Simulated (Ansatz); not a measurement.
A structure relaxed at PBE-D4/def2-SVP in Ansatz, charge 0, singlet:

Cartesian coordinates in Å:
```
Pd -0.395 0.679 -1.505
Pd 0.019 0.857 1.449
Pd 0.374 -1.651 -0.136
S -1.541 -0.311 0.335
S 1.543 0.426 -0.142
```

(1) Give its formula and point group.

(2) Summarise the bond lengths by kind (pairs closer than 1.2 times the sum of covalent radii, bridged metal pairs left out).

## Answers

(1) the cluster Pd₃S₂. Point group C2v (tolerance 0.1 Å).

(2) 6 × Pd–S 2.24 to 2.38 Å.

In the def2 sets Pd takes a core potential; there is no spin–orbit coupling. The restricted singlet is unstable towards broken spin symmetry at other levels; at PBE-D4/def2-SVP this wasn't settled. An occupied level lies above an empty one. Another isomer (singlet) lies 0.20 eV lower at PBE-D4/def2-SVP; other spin states weren't run for this one.
